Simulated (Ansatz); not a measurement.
Consider the ligand exchange at the Si–O bond: `CC[Si]O[SiH3]` + CH₃OH → `CC[Si]OC` + `O[SiH3]`.

Isolated molecules relaxed with PBE0-D4/def2-TZVP in Ansatz; ΔE leaves out vibrations. CBS: MP2 limit from def2 TZ/QZ plus the TZ coupled-cluster correction, frozen cores. This one scheme is used for every species. Functionals use def2-TZVPP. HSE06 is defined as in plane-wave codes. Each species was taken in one conformer, which may not be the lowest.

`CC[Si]O[SiH3]`:

Z-matrix (Å, degrees):
```
C
C 1 1.531
H 1 1.093 2 111.7
H 1 1.094 2 111.9 3 -120.0
H 1 1.095 2 111.8 3 119.9
Si 2 1.908 1 112.2 3 -177.2
H 2 1.099 1 110.2 3 61.1
H 2 1.096 1 110.1 3 -56.3
O 6 1.651 2 101.1 1 -67.0
Si 9 1.643 6 150.4 2 -4.8
H 10 1.483 9 108.6 6 -141.9
H 10 1.488 9 111.0 6 -21.9
H 10 1.485 9 109.2 6 98.4
```

CH₃OH:

Cartesian coordinates in Å:
```
C 0.039 -0.353 0.021
O 0.366 1.002 0.223
H 0.830 -0.945 0.482
H -0.008 -0.618 -1.043
H -0.912 -0.629 0.493
H -0.316 1.544 -0.177
```

`CC[Si]OC`:

Cartesian coordinates in Å:
```
C 0.880 0.552 -1.286
C -0.618 0.652 -0.976
Si -1.343 -1.096 -0.685
O -0.848 -1.470 0.840
C -0.133 -0.783 1.838
H 1.078 -0.152 -2.101
H 1.298 1.515 -1.589
H 1.450 0.205 -0.420
H -1.145 1.080 -1.836
H -0.795 1.332 -0.134
H 0.853 -1.239 1.959
H -0.005 0.277 1.604
H -0.672 -0.873 2.785
```

`O[SiH3]`:

Z-matrix (Å, degrees):
```
Si
O 1 1.648
H 1 1.489 2 111.7
H 1 1.489 2 111.7 3 120.9
H 1 1.481 2 105.9 3 -119.6
H 2 0.957 1 117.9 3 -60.5
```

| level | ΔE (kcal/mol) |
| --- | --- |
| CAM-B3LYP-D4 | 2.5 |
| ωB97M-V | 2.3 |
| PBE-QIDH | 2.2 |
| revPBE | 1.2 |
| r2SCAN | 1.6 |
| HSE06 | 1.9 |
| CAM-B3LYP | 1.9 |
| MP2/CBS(def2) | 2.0 |

Problem. What does CCSD(T)/CBS give? (An estimate is asked.)

Solution. Ansatz gave: +2.5 kcal/mol. The listed levels differ from it by 0.0, -0.2, -0.3, -1.3, -0.9, -0.6, -0.6, -0.5 kcal/mol.

Largest T1 diagnostic among the species: 0.013.

The D4 term adds +0.8 kcal/mol with B3LYP and +0.5 kcal/mol with PBE0; it sums over pairs of atoms, weighted by their polarisabilities, and B3LYP, whose exchange is more repulsive, gets the larger term. Leaving LDA and LC-ωPBE aside and taking each functional with its dispersion term where it has one, the values, not all of them listed here, spread over 2.2 kcal/mol, from PBE-D4 to BHLYP-D4. In def2-TZVPP, CCSD(T) changes the Hartree–Fock value by −1.8 kcal/mol (the triples alone add −0.4 kcal/mol) and MP2 by −2.3 kcal/mol.

B3LYP here is the variant with VWN-RPA as its local correlation; programs differ in this.
